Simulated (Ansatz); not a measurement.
Complex (SMILES): F (HF) with N#N (N2), atoms 1 to 2 the first; geometry from B3LYP-D3(BJ)/def2-TZVP, monomers rigid:
```xyz
4

F      0.3830    -0.0965     0.2212
H     -0.2809     0.0249    -0.4159
N     -2.5150     0.4344    -2.5571
N     -1.7349     0.2913    -1.8098
```

Basis-set convergence of the uncorrected interaction energy at HF with Ansatz (a program for electronic structure). Cartesian d functions, on some or all atoms, in 6-31G*, 6-31+G*; all else is spherical. No added dispersion term, no relativity. Functions are those of the species that has most. Reference: the counterpoise-corrected one, the value in aug-pcseg-3, -0.93 kcal/mol. Deviations are taken from unrounded values.

| basis | functions | uncorrected interaction energy (kcal/mol) |
|---|---|---|
| 6-31G* | 47 | -1.17 |
| 6-31+G* | 59 | -1.27 |
| cc-pVDZ | 47 | -1.83 |
| aug-cc-pVDZ | 78 | -0.91 |
| def2-SVP | 47 | -1.64 |
| def2-SVPD | 71 | -1.74 |
| pcseg-1 | 47 | -1.43 |
| aug-pcseg-1 | 78 | -1.29 |
| 6-311G** | 60 | -1.44 |
| 6-311+G** | 72 | -1.30 |
| def2-TZVP | 99 | -1.05 |
| def2-TZVPD | 123 | -0.94 |
| cc-pVTZ | 104 | -1.26 |
| aug-cc-pVTZ | 161 | -1.02 |
| pcseg-2 | 104 | -1.09 |
| aug-pcseg-2 | 161 | -1.12 |
| def2-TZVPP | 107 | -1.02 |
| def2-TZVPPD | 131 | -0.95 |
| cc-pVQZ | 195 | -1.09 |
| aug-cc-pVQZ | 286 | -0.96 |
| def2-QZVPP | 201 | -1.05 |
| def2-QZVPPD | 225 | -0.93 |
| pcseg-3 | 213 | -1.02 |
| aug-pcseg-3 | 304 | -1.01 |

What the diffuse functions change, pair by pair:
- 6-31G* to 6-31+G*: 12 more functions, deviation -0.24 to -0.34 kcal/mol
- cc-pVDZ to aug-cc-pVDZ: 31 more functions, deviation -0.90 to 0.02 kcal/mol
- def2-SVP to def2-SVPD: 24 more functions, deviation -0.71 to -0.81 kcal/mol
- pcseg-1 to aug-pcseg-1: 31 more functions, deviation -0.50 to -0.36 kcal/mol
- 6-311G** to 6-311+G**: 12 more functions, deviation -0.52 to -0.37 kcal/mol
- def2-TZVP to def2-TZVPD: 24 more functions, deviation -0.12 to -0.01 kcal/mol
- cc-pVTZ to aug-cc-pVTZ: 57 more functions, deviation -0.33 to -0.09 kcal/mol
- pcseg-2 to aug-pcseg-2: 57 more functions, deviation -0.16 to -0.19 kcal/mol
- def2-TZVPP to def2-TZVPPD: 24 more functions, deviation -0.09 to -0.02 kcal/mol
- cc-pVQZ to aug-cc-pVQZ: 91 more functions, deviation -0.17 to -0.03 kcal/mol
- def2-QZVPP to def2-QZVPPD: 24 more functions, deviation -0.12 to 0.00 kcal/mol
- pcseg-3 to aug-pcseg-3: 91 more functions, deviation -0.09 to -0.08 kcal/mol

Leaving out the reference's own pair, they bring the value nearer the reference by more than 0.01 kcal/mol in 8 of 11 pairs.
